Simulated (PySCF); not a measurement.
**Run times: iodine in even-tempered 20s14p9d5f4g**

Measured wall times of calculations with PySCF 2.14 in an uncontracted even-tempered set (20 s from 1.2 bohr⁻², ratio 2.5; 14 p from 1.5 bohr⁻², ratio 2.5; 9 d from 2.7 bohr⁻², ratio 2.5; 5 f from 9.1 bohr⁻², ratio 2.7; 4 g from 14 bohr⁻², ratio 2.7), with scalar relativity by spin-free X2C-1e, run from one Python driver. Hardware: 2 threads of Neoverse-V1 on a shared host, 2.6 GiB allowed. The two-electron integrals over 178 functions were computed once and kept in memory (2.1 CPU seconds with the set-up); the times below exclude them. Kohn-Sham runs start from converged Hartree-Fock orbitals.

Launch command (the driver calls PySCF for each step listed in the task file):

```bash
OMP_NUM_THREADS=2 python atomrun2.py TASK.json OUT
```

| species | step | iterations | wall time (s) |
| --- | --- | --- | --- |
| I²²⁺ [Ar] 3d10 4s2 4p1 | LDA | 5 | 1.4 |
| I²²⁺ [Ar] 3d10 4s2 4p1 | PBE | 5 | 1.7 |
| I²²⁺ [Ar] 3d10 4s2 4p1 | PBE0 | 5 | 5.3 |
| I²²⁺ [Ar] 3d10 4s2 4p1 | r2SCAN | 5 | 4.5 |
| I²²⁺ [Ar] 3d10 4s2 4p1 | MP2 (21 electrons) |  | 5.1 |

Task: Roughly how long does UHF with spin-orbit constants take for I²²⁺ [Ar] 3d10 4s2 4p1 here?

Result: About 17 s.

Peak memory of the process: 1.4 GiB. Times on a shared host vary from run to run.
